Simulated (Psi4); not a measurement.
Pair of molecules, SMILES [CH3][Zn][CH3] with SMILES O, pulled apart as rigid monomers along the line of their centres of mass from the GFN2-xTB minimum (SMILES order as in the coordinates).
Starting geometry (charge 0, multiplicity 1):
```xyz
12

C     -0.0617     2.0822    -0.2076
Zn    -0.0040     0.0600     0.1067
C      0.0906    -1.9821    -0.0229
H      0.7991     2.5749     0.2381
H     -0.9463     2.5290     0.2399
H     -0.0699     2.3559    -1.2586
H     -0.7057    -2.4556     0.5470
H      1.0301    -2.3597     0.3753
H      0.0109    -2.3532    -1.0410
O     -0.0662     0.1557     2.4454
H     -0.1015     0.9470     2.9875
H     -0.0559    -0.6089     3.0252
```

These are SAPT0/aug-cc-pVDZ run with Psi4 values and carry that method's errors.

| Zn2···O10 (Å) | electrostatics (kcal/mol) | exchange (kcal/mol) | induction (kcal/mol) | dispersion (kcal/mol) | total |
|---|---|---|---|---|---|
| 2.11 | -34.69 | 41.32 | -9.70 | -7.98 | -11.04 |
| 2.34 | -19.59 | 19.46 | -5.53 | -5.25 | -10.92 |
| 2.69 | -9.41 | 6.39 | … | -2.85 | -8.20 |
| 3.28 | -3.73 | 1.00 | -0.59 | … | -4.40 |
| 4.21 | -1.40 | 0.05 | -0.10 | -0.28 | -1.73 |

Question: Some entries are withheld; supply them.

Answer: 
- 3.28, dispersion (kcal/mol): -1.08
- 2.69, induction (kcal/mol): -2.33
